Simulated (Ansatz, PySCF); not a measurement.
Gas-phase reaction (SMILES): [OH][Al]([Cl])[Cl] + [H][H] (H2) → [Cl][AlH][Cl] + O (H2O); hydrogen cleaves one Al-O bond, a model of a ligand-exchange step.

Structures are relaxed separately at B3LYP-D3(BJ)/def2-TZVP in Ansatz (a program for electronic structure), one conformer each, not searched for the lowest. Correlated levels leave the core frozen unless marked. Spin-orbit coupling is left out. No relativistic terms. CBS marks a two-point X^-3 extrapolation of the correlation energy; Hartree-Fock from the larger set (for Q and 5 zeta extrapolated as (X+1)exp(-9√X)). Thermal terms are rigid-rotor harmonic-oscillator values from B3LYP-D3(BJ) frequencies (Ansatz or PySCF) at 298.15 K and 1 atm. 1 Eh = 627.5095 kcal/mol.

```json
[
 {"species": "[OH][Al]([Cl])[Cl]", "E, CCSD(T)/CBS(cc-pV(Q+d)Z,cc-pV(5+d)Z) (Ansatz) (Eh)": "-1237.54545", "E, B3LYP-D3(BJ)/def2-TZVPD (Ansatz + dftd3) (Eh)": "-1238.99150", "H - E (Eh)": "0.02337"},
 {"species": "[H][H] (H2)", "E, CCSD(T)/CBS(cc-pV(Q+d)Z,cc-pV(5+d)Z) (Ansatz) (Eh)": "-1.17453", "E, B3LYP-D3(BJ)/def2-TZVPD (Ansatz + dftd3) (Eh)": "-1.17983", "H - E (Eh)": "0.01336"},
 {"species": "[Cl][AlH][Cl]", "E, CCSD(T)/CBS(cc-pV(Q+d)Z,cc-pV(5+d)Z) (Ansatz) (Eh)": "-1162.29931", "E, B3LYP-D3(BJ)/def2-TZVPD (Ansatz + dftd3) (Eh)": "-1163.66167", "H - E (Eh)": "0.01512"},
 {"species": "O (H2O)", "E, CCSD(T)/CBS(cc-pV(Q+d)Z,cc-pV(5+d)Z) (Ansatz) (Eh)": "-76.37670", "E, B3LYP-D3(BJ)/def2-TZVPD (Ansatz + dftd3) (Eh)": "-76.46738", "H - E (Eh)": "0.02495"}
]
```

Question: Work out ΔE and ΔH at 298.15 K at the first level, then ΔH at the second.

Answer: 
1. ΔE = [(-1162.29931) + (-76.37670)] - [(-1237.54545) + (-1.17453)] = 0.04397 Eh = 27.6 kcal/mol at CCSD(T)/CBS(cc-pV(Q+d)Z,cc-pV(5+d)Z).
2. The terms H - E add up to 0.00334 Eh, so ΔH = (0.04397 + (0.00334))×627.5095 = 29.7 kcal/mol.
3. At B3LYP-D3(BJ)/def2-TZVPD the same steps give ΔE = 26.5 and ΔH = 28.6 kcal/mol, a shift of -1.1 from the first level.
4. These values are not checked against measurement here, since the tables used lack a sound gas-phase enthalpy of formation for at least one species.
